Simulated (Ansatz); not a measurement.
Stepwise reaction of `[OH][Ta]([Cl])([Cl])([Cl])[Cl]` with water, as a gas-phase model of exchange steps in deposition or etching. ΔE in kJ/mol; ΔG adds harmonic PBE0-D4 terms to CCSD(T)/CBS, at 1 bar.

Calculated with Ansatz (gas phase, PBE0-D4/def2-TZVP geometries, no zero-point term in ΔE). CCSD(T)/CBS adds triple-zeta CCSD(T) − MP2 to the extrapolated MP2 energy (def2 sets, frozen cores). This one scheme is used for every species. Functionals use def2-TZVPP. B3LYP here is the variant with VWN-RPA as its local correlation; programs differ in this. Elements past krypton have def2 core potentials. For Ta outer-core shells are correlated without core-valence functions, which leaves a few kJ/mol of doubt a bond. Each species was taken in one conformer, which may not be the lowest.

| step | reaction | PBE-D4 | B3LYP-D4 | ωB97M-V | CCSD(T)/CBS | ΔG(500 K) |
| --- | --- | --- | --- | --- | --- | --- |
| 2 | `[OH][Ta]([OH])([Cl])([Cl])[Cl]` + H₂O → `[OH][Ta]([OH])([OH])([Cl])[Cl]` + HCl | 3.1 | -1.4 | -5.4 | -0.8 | -8.1 |
| 3 | `[OH][Ta]([OH])([OH])([Cl])[Cl]` + H₂O → `[OH][Ta]([OH])([OH])([OH])[Cl]` + HCl | 14.3 | 9.6 | 7.8 | 12.5 | 11.6 |
| 4 | `[OH][Ta]([OH])([OH])([OH])[Cl]` + H₂O → `[OH][Ta]([OH])([OH])([OH])[OH]` + HCl | 42.5 | 40.1 | 43.7 | 46.0 | 36.2 |

Give the row of step 1, `[OH][Ta]([Cl])([Cl])([Cl])[Cl]` + H₂O → `[OH][Ta]([OH])([Cl])([Cl])[Cl]` + HCl. (Estimate.)

Ansatz gave: 
```
step                                                                         reaction  PBE-D4  B3LYP-D4  ωB97M-V  CCSD(T)/CBS  ΔG(500 K)
   1  `[OH][Ta]([Cl])([Cl])([Cl])[Cl]` + H₂O → `[OH][Ta]([OH])([Cl])([Cl])[Cl]` + HCl     6.6       3.0      0.5          7.9        5.9
```

By hand: ΔE of the 4 steps together at CCSD(T)/CBS.

(7.9) + (-0.8) + (12.5) + (46.0) = 65.6 kJ/mol, or 16.4 kJ/mol a step.

In ΔE step 2 is the lowest and step 4 the highest. ΔG lies between -8.1 and 36.2 kJ/mol a step. PBE-D4 differs from CCSD(T)/CBS by -3.5 to 3.9 kJ/mol a step. Only this route is followed, and other bonds may react first. Isolated molecules leave out the surface, adducts and barriers. Largest T1 diagnostic: 0.018.
